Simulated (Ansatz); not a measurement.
Cost and result up the ladder for Ge(SiH3)Cl3 (SiGeH3Cl3) (8 atoms). Charge 0, multiplicity 1. Geometry: PBE-D4/def2-SVP.

| atom | x (Å) | y (Å) | z (Å) |
| --- | --- | --- | --- |
| Ge1 | -0.454 | -0.476 | -0.843 |
| Si2 | 0.562 | 0.590 | 1.044 |
| H3 | 0.509 | 2.071 | 0.810 |
| H4 | 1.978 | 0.101 | 1.130 |
| H5 | -0.224 | 0.201 | 2.261 |
| Cl6 | 0.502 | 0.123 | -2.701 |
| Cl7 | -2.562 | 0.031 | -0.999 |
| Cl8 | -0.310 | -2.640 | -0.701 |

Ansatz on 4 threads of Intel Xeon on a shared host. Times are rough, and most runs start from the orbitals of an earlier one. ωB97X-V/def2-TZVP serves as the yardstick here, not as an exact answer. Differences are given only for rows in sets of like size (and for xTB, whose basis is part of the method), since another set adds its own error. Binding counts from free atoms at the same level (Ge triplet, Si triplet, H doublet, Cl doublet; other spins of the atoms weren't run), without zero-point energy or a counterpoise term.

Correlated methods freeze 29 core orbitals; core or outer-core shells of Ge are correlated, in sets that lack core-valence functions.

Correlated methods converge slowly with the basis.

```json
{"level": "PBE-D4/def2-SVP", "functions": "119", "wall time": "2.1 s", "binding energy per atom (eV)": "2.96", "difference from ωB97X-V/def2-TZVP (eV)": "–"}
{"level": "PBE0-D4/def2-SVP", "functions": "119", "wall time": "3.4 s", "binding energy per atom (eV)": "2.92", "difference from ωB97X-V/def2-TZVP (eV)": "–"}
{"level": "PBE-D4/def2-TZVP", "functions": "214", "wall time": "4.1 s", "binding energy per atom (eV)": "2.96", "difference from ωB97X-V/def2-TZVP (eV)": "-0.01"}
{"level": "PBE-D4/def2-TZVPD", "functions": "262", "wall time": "5.5 s", "binding energy per atom (eV)": "2.96", "difference from ωB97X-V/def2-TZVP (eV)": "-0.02"}
{"level": "PBE0-D4/def2-TZVP", "functions": "214", "wall time": "8 s", "binding energy per atom (eV)": "2.93", "difference from ωB97X-V/def2-TZVP (eV)": "-0.04"}
{"level": "r2SCAN-D4/def2-TZVP (with forces)", "functions": "214", "wall time": "9.5 s", "binding energy per atom (eV)": "2.97", "difference from ωB97X-V/def2-TZVP (eV)": "0.00"}
{"level": "B97M-V/def2-TZVP", "functions": "214", "wall time": "11 s", "binding energy per atom (eV)": "3.00", "difference from ωB97X-V/def2-TZVP (eV)": "0.02"}
{"level": "r2SCAN0-D4/def2-TZVP", "functions": "214", "wall time": "12 s", "binding energy per atom (eV)": "2.93", "difference from ωB97X-V/def2-TZVP (eV)": "-0.05"}
{"level": "PBE0-D4/def2-TZVPD", "functions": "262", "wall time": "12 s", "binding energy per atom (eV)": "2.94", "difference from ωB97X-V/def2-TZVP (eV)": "-0.04"}
{"level": "ωB97X-V/def2-TZVP", "functions": "214", "wall time": "16 s", "binding energy per atom (eV)": "2.98", "difference from ωB97X-V/def2-TZVP (eV)": "0.00"}
{"level": "r2SCAN0-D4/def2-TZVPD", "functions": "262", "wall time": "17 s", "binding energy per atom (eV)": "2.93", "difference from ωB97X-V/def2-TZVP (eV)": "-0.05"}
{"level": "CCSD(T)/def2-TZVP", "functions": "214", "wall time": "2.1 min", "binding energy per atom (eV)": "2.84", "difference from ωB97X-V/def2-TZVP (eV)": "-0.14"}
```
